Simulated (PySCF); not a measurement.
Magnetic shielding above rings: a mixed set.

NICS = −σ at a ghost point: NICS(0) at the centroid of the ring atoms, NICS(1) 1 Å to either side along the normal of their mean plane, zz for the tensor component along that normal. Level: GIAO PBE0/pcSseg-1 (PySCF, non-relativistic, gas phase) on the GFN2-xTB geometries, one conformer each. Atom numbers follow the mapped SMILES.

Question: Order these rings by mean NICS(1)zz, lowest (most negative) first (ppm).
A. ring C1–C2–C3–C4–C5 in `[CH:1]1=[CH:2][CH2:3][CH2:4][CH+:5]1` (charge +1)
B. ring C2–N3–C4–C8–S10 in `[CH3:1][c:2]1[n:3][c:4]([C:5](=[O:6])[O-:7])[c:8]([F:9])[s:10]1` (charge -1)
C. ring C2–N3–N4–C5–N10 in `[CH3:1][c:2]1[n:3][n:4][c:5]([C:6]([F:7])([F:8])[F:9])[n:10]1[CH3:11]`
D. ring C2–C3–P7 in `[CH3:1][C:2]1=[C:3]([CH:4]([CH3:5])[CH3:6])[P@:7]1([CH3:8])=[O:9]`
E. ring C6–C7–C8–C9 in `[CH3:1][C:2](=[O:3])[P:4]([CH3:5])[CH:6]1[CH2:7][CH2:8][CH2:9]1`
F. ring P4–C5–C6–C8 in `[CH3:1][CH2:2][CH2:3][P:4]1[CH2:5][CH:6]([SiH3:7])[CH2:8]1`
G. ring C2–N3–N4–N5–C6 in `[CH3:1][c:2]1[n:3][n:4][n-:5][c:6]1[Cl:7]` (charge -1)

Answer: G (-32.8), C (-28.5), B (-17.4), A (-12.6), D (-9.5), E (5.4), F (9.0).

```json
{"SMILES": "Cc1nn[n-]c1Cl", "ring": "5-membered ring with 3 N; formal bonds all aromatic", "NICS(0)": "-11.3", "NICS(1)": "-13.2", "NICS(1)zz": "-32.8", "HOMA": "0.99", "rms pucker (Å)": "0.00", "ring atoms with four or more neighbours": "0"}
{"SMILES": "Cc1nnc(C(F)(F)F)n1C", "ring": "5-membered ring with 3 N; formal bonds all aromatic", "NICS(0)": "-11.2", "NICS(1)": "-11.3", "NICS(1)zz": "-28.5", "HOMA": "0.91", "rms pucker (Å)": "0.00", "ring atoms with four or more neighbours": "0"}
{"SMILES": "Cc1nc(C(=O)[O-])c(F)s1", "ring": "5-membered ring with N and S; formal bonds all aromatic", "NICS(0)": "-10.5", "NICS(1)": "-9.2", "NICS(1)zz": "-17.4", "HOMA": "0.53", "rms pucker (Å)": "0.00", "ring atoms with four or more neighbours": "0"}
{"SMILES": "C1=CCC[CH+]1", "ring": "5-membered carbocycle; formal bonds 1 double, 4 single", "NICS(0)": "0.9", "NICS(1)": "-6.3", "NICS(1)zz": "-12.6", "HOMA": "–", "rms pucker (Å)": "0.00", "ring atoms with four or more neighbours": "2"}
{"SMILES": "CC1=C(C(C)C)[P@]1(C)=O", "ring": "3-membered ring with P; formal bonds 1 double, 2 single", "NICS(0)": "-16.7", "NICS(1)": "-8.3", "NICS(1)zz": "-9.5", "HOMA": "–", "rms pucker (Å)": "0.00", "ring atoms with four or more neighbours": "1"}
{"SMILES": "CC(=O)P(C)C1CCC1", "ring": "4-membered carbocycle; formal bonds all single", "NICS(0)": "1.6", "NICS(1)": "0.2", "NICS(1)zz": "5.4", "HOMA": "–", "rms pucker (Å)": "0.08", "ring atoms with four or more neighbours": "4"}
{"SMILES": "CCCP1CC([SiH3])C1", "ring": "4-membered ring with P; formal bonds all single", "NICS(0)": "4.1", "NICS(1)": "1.2", "NICS(1)zz": "9.0", "HOMA": "–", "rms pucker (Å)": "0.09", "ring atoms with four or more neighbours": "3"}
```

NICS(0) gives another order. The isotropic NICS(1) gives another order. HOMA uses Krygowski's 1993 parameters; it is left out where a ring has a four-coordinate atom, a triple bond, no multiple bond or a kind of bond without parameters. NICS(1) and NICS(1)zz are means over the two faces.
